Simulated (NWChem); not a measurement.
System: PbHOCl, singlet; SMILES [OH][Pb][Cl]

NWChem input:

```
start job
memory heap 200 mb stack 900 mb global 1100 mb
geometry units angstroms noautoz
  Pb     0.188372     0.367344     0.000000
  Cl    -0.178596    -2.110420     0.000000
  O     -1.888849     0.867530     0.000000
  H     -1.997553     1.840700     0.000000
end
basis spherical
  * library def2-svp
end
ecp
  Pb library def2-ecp
end
dft
  xc mn15
  iterations 150
  mulliken
end
task dft gradient
```

Excerpt of the output:

```
             Northwest Computational Chemistry Package (NWChem) 7.3.0
             --------------------------------------------------------

 CS  symmetry detected

                             Geometry "geometry" -> ""
                             -------------------------

 Output coordinates in angstroms (scale by  1.889725989 to convert to a.u.)

  No.       Tag          Charge          X              Y              Z
 ---- ---------------- ---------- -------------- -------------- --------------
    1 Pb                  82.0000     0.23815442     0.33494584     0.00000000
    2 Cl                  17.0000    -0.17492006    -2.13554995     0.00000000
    3 O                    8.0000    -1.82938555     0.87375154     0.00000000
    4 H                    1.0000    -1.91993681     1.84877814     0.00000000

 Effective nuclear repulsion energy (a.u.)     500.7875828008

      Symmetry information
      --------------------

 Group name             Cs
 Group number              2
 Group order               2
 No. of unique centers     4

                                 NWChem DFT Module
                                 -----------------

 Summary of "ao basis" -> "ao basis" (spherical)
 ------------------------------------------------------------------------------
       Tag                 Description            Shells   Functions and Types
 ---------------- ------------------------------  ------  ---------------------
 Pb                         def2-svp                10       26   4s4p2d
 Cl                         def2-svp                 8       18   4s3p1d
 O                          def2-svp                 6       14   3s2p1d
 H                          def2-svp                 3        5   2s1p

      Symmetry analysis of basis
      --------------------------

        a'         45
        a"         18

            General Information
            -------------------
          SCF calculation type: DFT
          Wavefunction type:  closed shell.
          No. of atoms     :     4
          No. of electrons :    48
           Alpha electrons :    24
            Beta electrons :    24
          Charge           :     0
          Spin multiplicity:     1
          Use of symmetry is: on ; symmetry adaption is: on
          Maximum number of iterations: 150
          AO basis - number of functions:    63
                     number of shells:    27
          Convergence on energy requested:  1.00D-06
          Convergence on density requested:  1.00D-05
          Convergence on gradient requested:  5.00D-04

              XC Information
              --------------
                         MN15 Method XC Functional
                     Hartree-Fock (Exact) Exchange  0.440
                          MN15 Exchange Functional  1.000
                        MN15 Correlation Potential  1.000

             Grid Information
             ----------------
          Grid used for XC integration:  medium
          Radial quadrature: Mura-Knowles
          Angular quadrature: Lebedev.
          Tag              B.-S. Rad. Rad. Pts. Rad. Cut. Ang. Pts.
          ---              ---------- --------- --------- ---------
          Pb                  1.80      123           9.0       590
          Cl                  1.00       88          11.0       590
          O                   0.60       49           9.0       434
          H                   0.35       45          11.0       434
          Grid pruning is: on
          Number of quadrature shells:   305
          Spatial weights used:  Erf1

      Superposition of Atomic Density Guess
      -------------------------------------

 Sum of atomic energies:        -753.87404535

      Non-variational initial energy
      ------------------------------

 Total energy =    -726.322508
 1-e energy   =   -1382.238335
 2-e energy   =     501.547275
 HOMO         =      -0.338955
 LUMO         =      -0.043109

      Symmetry analysis of molecular orbitals - initial
      -------------------------------------------------

  Numbering of irreducible representations:

     1 a'          2 a"

  Orbital symmetries:

     1 a'          2 a'          3 a'          4 a'          5 a'
     6 a"          7 a'          8 a'          9 a'         10 a"
    11 a'         12 a'         13 a'         14 a'         15 a"
    16 a"         17 a'         18 a'         19 a'         20 a'
    21 a"         22 a"         23 a'         24 a'         25 a"
    26 a'         27 a'         28 a'         29 a'         30 a'
    31 a"         32 a'         33 a"         34 a'

     ---------------------------------------------
      Total Density - Mulliken Population Analysis
     ---------------------------------------------

    Atom       Charge   Shell Charges
 -----------   ------   -------------------------------------------------------
    1 Pb  22    20.60   2.99 -0.94  1.21  0.69  3.38  2.61  0.39  0.20  9.74  0.32
    2 Cl  17    17.68   2.00  1.99  1.24  0.74  5.94  2.22  3.55  0.00
    3 O    8     9.05   1.99  1.12  0.71  3.13  2.10  0.00
    4 H    1     0.67   0.53  0.08  0.06

   convergence    iter        energy       DeltaE   RMS-Dens  Diis-err
 ---------------- ----- ----------------- --------- --------- ---------
 d= 0,ls=0.0,diis     1   -728.0254896316 -8.82D+02  3.50D-02  1.18D+00
 d= 0,ls=0.0,diis     2   -727.3467182598  6.79D-01  2.37D-02  6.85D+00
 d= 0,ls=0.0,diis     3   -728.1493769531 -8.03D-01  6.23D-03  1.15D-01
 d= 0,ls=0.0,diis     4   -728.1600905453 -1.07D-02  2.88D-03  3.40D-02
 d= 0,ls=0.0,diis     5   -728.1650322558 -4.94D-03  2.88D-04  4.39D-04
  Resetting Diis
 d= 0,ls=0.0,diis     6   -728.1650835485 -5.13D-05  7.88D-05  1.61D-05
 d= 0,ls=0.0,diis     7   -728.1650866011 -3.05D-06  2.20D-05  4.95D-07
 d= 0,ls=0.0,diis     8   -728.1650867520 -1.51D-07  8.21D-06  3.29D-07

         Total DFT energy =     -728.165086751990
      One electron energy =    -1384.646424817575
           Coulomb energy =      554.791899316228
    Exchange-Corr. energy =      -52.679113445936
 Nuclear repulsion energy =      154.368552195294

 Numeric. integr. density =       47.999995268093

                  Occupations of the irreducible representations
                  ----------------------------------------------

                     irrep           alpha         beta
                     --------     --------     --------
                     a'               18.0         18.0
                     a"                6.0          6.0

                       DFT Final Molecular Orbital Analysis
                       ------------------------------------

 Vector   22  Occ=2.000000D+00  E=-3.218204D-01  Symmetry=a'
              MO Center= -1.6D-01, -1.7D+00, -1.8D-16, r^2= 2.4D+00
   Bfn.  Coefficient  Atom+Function         Bfn.  Coefficient  Atom+Function
  ----- ------------  ---------------      ----- ------------  ---------------
    37      0.479413  2 Cl px                34      0.368632  2 Cl px
    38     -0.332011  2 Cl py                35     -0.253511  2 Cl py
    31      0.212014  2 Cl px                11      0.147208  1 Pb px
    32     -0.146386  2 Cl py                 3      0.127993  1 Pb s
    48     -0.116969  3 O  px                14      0.110590  1 Pb px

 Vector   23  Occ=2.000000D+00  E=-3.158870D-01  Symmetry=a"
              MO Center= -6.8D-01, -1.1D+00, -3.0D-15, r^2= 3.5D+00
   Bfn.  Coefficient  Atom+Function         Bfn.  Coefficient  Atom+Function
  ----- ------------  ---------------      ----- ------------  ---------------
    39      0.532923  2 Cl pz                36      0.399194  2 Cl pz
    50     -0.357726  3 O  pz                53     -0.276872  3 O  pz
    33      0.230662  2 Cl pz                18      0.073246  1 Pb d -1
    23     -0.052764  1 Pb d -1              20      0.043748  1 Pb d  1
    25     -0.028903  1 Pb d  1

 Vector   24  Occ=2.000000D+00  E=-3.011541D-01  Symmetry=a'
              MO Center= -5.4D-01, -4.9D-01, -1.5D-15, r^2= 4.3D+00
   Bfn.  Coefficient  Atom+Function         Bfn.  Coefficient  Atom+Function
  ----- ------------  ---------------      ----- ------------  ---------------
    48      0.379458  3 O  px                37      0.375287  2 Cl px
    51      0.293921  3 O  px                 3     -0.290723  1 Pb s
    34      0.281752  2 Cl px                38      0.242741  2 Cl py
    11     -0.223579  1 Pb px                 4     -0.214166  1 Pb s
     1      0.202862  1 Pb s                 35      0.177047  2 Cl py

 Vector   25  Occ=0.000000D+00  E=-7.919980D-02  Symmetry=a"
              MO Center=  1.6D-01,  2.9D-01, -3.0D-13, r^2= 3.7D+00
   Bfn.  Coefficient  Atom+Function         Bfn.  Coefficient  Atom+Function
  ----- ------------  ---------------      ----- ------------  ---------------
    13      0.595122  1 Pb pz                16      0.528543  1 Pb pz
    39     -0.213023  2 Cl pz                50     -0.207639  3 O  pz
    10     -0.199219  1 Pb pz                 7     -0.194616  1 Pb pz
    53     -0.188424  3 O  pz                36     -0.133933  2 Cl pz
    33     -0.076287  2 Cl pz                25     -0.046827  1 Pb d  1

[...]

                         DFT ENERGY GRADIENTS

    atom               coordinates                        gradient
                 x          y          z           x          y          z
   1 Pb      0.450047   0.632956   0.000000    0.014211   0.005808   0.000000
   2 Cl     -0.330551  -4.035604   0.000000   -0.001354  -0.008585   0.000000
   3 O      -3.457037   1.651151   0.000000   -0.013456  -0.006202   0.000000
   4 H      -3.628154   3.493684   0.000000    0.000599   0.008978   0.000000
```

Level: MN15/def2-SVP with def2 effective core potentials on Pb. Low-valent species are run as closed-shell singlets; no triplet was tried in these runs. Geometry: optimised at PBE-D3(BJ)/def2-SVP. def2 effective core potentials on Pb; no spin-orbit coupling.
